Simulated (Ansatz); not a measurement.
`C[SiH](C)[AlH2]` and `C[SiH](N)[AlH2]` differ in one atom or group.

Ansatz, PBE0-D4/def2-TZVP geometries, multiplicity 1. Each molecule was computed in one conformer, which needn't be the lowest.

| property | `C[SiH](C)[AlH2]` |
| --- | --- |
| HOMO energy (PBE0/def2-TZVPP) / eV | -7.00 |
| HOMO–LUMO gap (B3LYP/def2-TZVPP) / eV | 4.75 |
| HOMO–LUMO gap (ωB97M-V/def2-TZVPP) / eV | 8.70 |
| size of the dipole moment (ωB97M-V/def2-TZVPP) / D | 1.02 |
| HOMO energy (PBE/def2-TZVPP) / eV | -5.93 |
| size of the dipole moment (PBE/def2-TZVPP) / D | 1.13 |

Task: What does the change do to each property? (Estimate.)

Result: Computed: 
```tsv
property	`C[SiH](N)[AlH2]`	shift
HOMO energy (PBE0/def2-TZVPP) / eV	-6.84	0.16
HOMO–LUMO gap (B3LYP/def2-TZVPP) / eV	4.63	-0.12
HOMO–LUMO gap (ωB97M-V/def2-TZVPP) / eV	8.69	-0.01
size of the dipole moment (ωB97M-V/def2-TZVPP) / D	1.60	0.58
HOMO energy (PBE/def2-TZVPP) / eV	-5.64	0.29
size of the dipole moment (PBE/def2-TZVPP) / D	1.67	0.54
```

With PBE0 the HOMO rises by 0.16 eV and the LUMO rises by 0.06 eV, so the gap narrows by about 0.10 eV. PBE moves the HOMO by 0.29 eV and ωB97M-V by 0.08 eV. Dipoles are sizes alone; their direction can turn.

B3LYP here is the variant with VWN-RPA as its local correlation; programs differ in this.
